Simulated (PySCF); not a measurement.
# How methods differ on the ionisation energy of Zr

Zr [Kr] 4d2 5s2 [4d3/2^2, M_J = 2] → Zr⁺ [Kr] 4d2 5s1 [4d3/2^2 5s1/2^1, M_J = 3/2], as a difference of total energies. Computed with PySCF 2.14 in x2c-TZVPPall-2c, with the two-component X2C-1e Hamiltonian. Correlated levels: [Ar] 3d10 frozen; the 6 highest virtual spinors dropped. "Screened" scales the spin-orbit matrix elements by Boettger's factors to mimic the two-electron term; Breit and QED terms are absent.

```
                    method  ionisation energy (eV)
           GHF (spin-free)                   5.210
          GMP2 (spin-free)                   6.380
 GHF (screened spin-orbit)                   5.208
GMP2 (screened spin-orbit)                   6.379
```

How much does correlation contribute at GMP2 (screened spin-orbit)?

6.379 − (5.208) = 1.171 eV, measured against GHF (screened spin-orbit).

The spin-free rows relax to the high-spin LS determinant and lack the spin-orbit shift.

Errors of the correlated levels include the incompleteness of this basis and the frozen core.

The labels give the starting determinants; with spin-orbit coupling the two ends relaxed to ⟨J²⟩ = 7.67, ⟨L²⟩ = 12.08, ⟨S²⟩ = 2.05 and ⟨J²⟩ = 6.40, ⟨L²⟩ = 11.99, ⟨S²⟩ = 3.74.

MP2 underrates the near-degeneracy of ns² with np² in the lower species.

The determinant of Zr and of Zr⁺ mixes levels of different J (the jj label is only the starting occupation), so the difference between spin-free and spin-orbit rows is not the physical spin-orbit shift.

For comparison: 6.634 eV (measured; NIST Atomic Spectra Database, ionization energies).
